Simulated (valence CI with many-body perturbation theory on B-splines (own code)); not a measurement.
The numbers below are computed, except where a source is named.
## Gd XXVI: magnetic and hyperfine properties of the levels

Level of theory: valence CI with perturbative core correlation (CI+MBPT): three valence electrons over a frozen Dirac-Fock core [Kr], a basis of 9 s, 9 p, 10 d, 8 f, 5 g, 3 h, 1 i functions for each j, with the one-electron correlation potential Σ1 (screened to all orders), the two-electron term Σ2, the three-electron term Σ3, Breit, model QED; selected single and double excitations, second order for the rest (own B-spline code, finite nucleus).

No measured spectrum was set against this ion. As an estimate, terms of the open shell hold to 2 to 4 % of their energy, and close levels can change places. Only levels of the ground parity were solved; by the run's estimate the other parity begins above the list, which can be wrong where configurations are misplaced.

A/g_I is the dipole constant over the nuclear g factor μ/I (μ in nuclear magnetons, uniformly magnetised nucleus), B/Q the quadrupole constant per barn. Both hold the static response of the core; the bare values leave it out. Large factors of s and p1/2 electrons are usually good to 5 to 10 %; those of open d and f shells near neutrality can be off by tens of per cent, and small factors of p3/2, d and f electrons come from cancelling terms and can be off by a factor of two or in sign, in half-filled shells by more. B is blank for J = 1/2, where it vanishes, and for nearly pure S terms. Energies count from the lowest level.

Levels are named by their leading jj configuration (3d3/2^4 stands for four electrons in 3d with j = 3/2), which in mixed levels can hold well under half, so a name can repeat and another be missing. Letters in brackets count levels of one name in rising energy.

```
                    Level  E (eV)      g  A/g_I (MHz)  A/g_I bare  B/Q (MHz/b)  B/Q bare
          (4d3/2^3) J=3/2   0.000  0.602        14000       13200        -6680     -6400
(4d3/2^2 4d5/2) J=5/2 [a]   5.596  1.045         7630        7520        -3870     -3720
    (4d3/2^2 4d5/2) J=3/2   7.857  1.279         5790        6040        -3120     -2980
    (4d3/2^2 4d5/2) J=7/2   8.152  1.106         7630        7610          596       550
    (4d3/2^2 4d5/2) J=9/2   8.839  1.093         8220        8170         7190      6850
    (4d3/2^2 4d5/2) J=1/2   9.143  1.962        -7200       -5820                       
(4d3/2^2 4d5/2) J=5/2 [b]  13.902  1.455         2890        3420         9580      9130
(4d3/2 4d5/2^2) J=7/2 [a]  14.304  1.043         6970        6870         1550      1480
    (4d3/2 4d5/2^2) J=9/2  15.181  1.132         6480        6510         3980      3780
(4d3/2 4d5/2^2) J=3/2 [a]  16.686  1.155         7000        7050        -8350     -7980
    (4d3/2 4d5/2^2) J=1/2  17.456  1.370        -2050       -1570                       
   (4d3/2 4d5/2^2) J=11/2  18.168  1.089         7300        7250        17900     17100
(4d3/2 4d5/2^2) J=5/2 [a]  19.012  1.150         4340        4420        10600     10100
(4d3/2 4d5/2^2) J=5/2 [b]  20.013  1.069         7270        7200        -1320     -1260
(4d3/2 4d5/2^2) J=7/2 [b]  20.911  1.114         7350        7340         3990      3840
          (4d5/2^3) J=9/2  23.458  1.121         5520        5550         3280      3140
          (4d5/2^3) J=3/2  24.284  1.136         8000        8010         4600      4400
(4d3/2 4d5/2^2) J=3/2 [b]  29.076  0.881         9780        9410         7360      7030
          (4d5/2^3) J=5/2  31.139  1.156         5420        5500         3430      3280
```

(1) Take the isotope of mass number 155, with I = 3/2, μ = -0.2591 μN and Q = 1.27 b. What is the hyperfine structure of (4d3/2^2 4d5/2) J=3/2?

Results:

(1) From the table A = -1000 MHz, B = -3960 MHz. Shifts from the centre of gravity in MHz: F = 0: -1200, F = 1: 1760, F = 2: 3720, F = 3: -3240.
